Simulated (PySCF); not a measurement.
**SMILES N#CC=C=C(Cl)C#N, C₅HClN₂**

Molfile (atoms numbered from 1):
```
C5HClN2
     RDKit          3D

  9  8  0  0  0  0  0  0  0  0999 V2000
   -2.9673    2.1859    0.0874 N   0  0  0  0  0  0  0  0  0  0  0  0
   -2.3211    1.2585   -0.1669 C   0  0  0  0  0  0  0  0  0  0  0  0
   -1.5508    0.1004   -0.4938 C   0  0  0  0  0  0  0  0  0  0  0  0
   -0.2773   -0.0195   -0.1982 C   0  0  0  0  0  0  0  0  0  0  0  0
    0.9974   -0.1524    0.0899 C   0  0  0  0  0  0  0  0  0  0  0  0
    1.5279   -0.8456    1.5872 Cl  0  0  0  0  0  0  0  0  0  0  0  0
    2.0252    0.2621   -0.8133 C   0  0  0  0  0  0  0  0  0  0  0  0
    2.8653    0.5911   -1.5403 N   0  0  0  0  0  0  0  0  0  0  0  0
   -2.0710   -0.7141   -1.0171 H   0  0  0  0  0  0  0  0  0  0  0  0
  1  2  3  0
  2  3  1  0
  3  4  2  0
  4  5  2  0
  5  6  1  0
  5  7  1  0
  7  8  3  0
  3  9  1  0
M  END
```

The calculation used quadratic response CAM-B3LYP/def2-TZVPD first hyperpolarisability, Taylor convention, gas phase in PySCF. Geometry: PBE0-D3(BJ)/def2-SVP.

Problem. What is the first hyperpolarisability, and how does it disperse?

Solution. In au, Taylor convention; the vector part is βᵢ = ⅓ Σⱼ (βᵢⱼⱼ + βⱼᵢⱼ + βⱼⱼᵢ); β∥ is 3/5 of the vector part along the dipole, the dipole points from − to +:
```
                   process  λ (nm)  β vector norm     β∥  β HRS  depolarisation ratio
           static β(0;0,0)       ∞           43.9  -23.9   26.1                  2.48
second harmonic β(−2ω;ω,ω)    1907           47.5  -25.6   28.2                  2.48
         Pockels β(−ω;ω,0)    1907           45.0  -24.4      –                     –
second harmonic β(−2ω;ω,ω)    1064           57.2  -30.2   34.0                  2.45
         Pockels β(−ω;ω,0)    1064           47.8  -25.8      –                     –
```

Problem. Which lowest excitations, dipole and polarisabilities go with it?

Solution. S1 4.38 eV (f = 0.000); S2 5.42 eV (f = 0.000); S3 5.83 eV (f = 0.010); dipole 3.55 D; isotropic α 89.9 au static, 90.4 au at 1907 nm, 91.3 au at 1064 nm, 91.6 au at 953.5 nm, 95.8 au at 532 nm.
